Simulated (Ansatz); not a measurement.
Reaction (cleavage of the Si–Si bond): `N[Si](O)([SiH3])Cl` + HBr → `N[Si](O)(Cl)Br` + SiH₄

Isolated molecules relaxed with PBE0-D4/def2-TZVP in Ansatz; ΔE leaves out vibrations. CCSD(T)/CBS adds triple-zeta CCSD(T) − MP2 to the extrapolated MP2 energy (def2 sets, frozen cores). This one scheme is used for every species. Functionals use def2-TZVPP. For Br outer-core shells are correlated without core-valence functions, which leaves a few kJ/mol of doubt a bond. Scalar relativity is left out up to krypton. One conformer a species, not always the lowest.

| level | ΔE (kJ/mol) |
| --- | --- |
| LDA (SPW92) | -91.5 |
| PBE0-D4 | -97.8 |
| BLYP | -96.5 |
| HF/def2-SVP | -115.4 |
| HF/def2-TZVPP | -119.7 |
| HF/def2-QZVPP | -119.5 |
| HF/CBS(def2) | -119.5 |
| CCSD/CBS(def2) | -108.9 |

Q: What does CCSD(T)/CBS give? (Estimate.)

A: Computed: -107.6 kJ/mol. The listed levels differ from it by 16.1, 9.8, 11.1, -7.8, -12.1, -11.9, -11.9, -1.3 kJ/mol.

Largest T1 diagnostic among the species: 0.012.

Leaving LDA and LC-ωPBE aside and taking each functional with its dispersion term where it has one, the values, not all of them listed here, spread over 19.5 kJ/mol, from ωB97M-V to PBE-D4. In def2-TZVPP, CCSD(T) changes the Hartree–Fock value by +15.4 kJ/mol (the triples alone add +1.3 kJ/mol) and MP2 by +4.3 kJ/mol.

CCSD(T)/CBS has its own doubt, a few kJ/mol and more with outer-core shells, so smaller differences from it don't rank the levels.
